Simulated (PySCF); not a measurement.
## Working with the constants of BiH⁺

UHF-CCSD(T) constants of BiH⁺, ²Π (doublet), unpaired electrons π ↑ (basis Bi cc-pVDZ-PP with ECP60, H cc-pVDZ; scalar-relativistic core potentials; PySCF 2.14; masses 208.9804 and 1.0078 u):

```
ωe              : 1845.4 cm⁻¹
ωexe            : 31.8 cm⁻¹
Be              : 5.24 cm⁻¹
αe              : 0.135 cm⁻¹
D (centrifugal) : 0.000169 cm⁻¹
```

(1) Give the vibrational terms G(v) and spacings up to v = 6.

Correlated steps freeze 4 core orbitals. These are scalar-relativistic numbers at best; spin–orbit coupling would shift them, the dissociation energy most. The state was picked by a PBE0 search and need not be the measured ground state.

Answers

(1) G(v) = ωe(v+½) − ωexe(v+½)².

| v | G(v) (cm⁻¹) | G(v) − G(v−1) | Bv (cm⁻¹) |
| --- | --- | --- | --- |
| 0 | 915 |  | 5.173 |
| 1 | 2697 | 1782 | 5.038 |
| 2 | 4415 | 1718 | 4.902 |
| 3 | 6069 | 1655 | 4.768 |
| 4 | 7660 | 1591 | 4.633 |
| 5 | 9188 | 1527 | 4.498 |
| 6 | 10652 | 1464 | 4.362 |
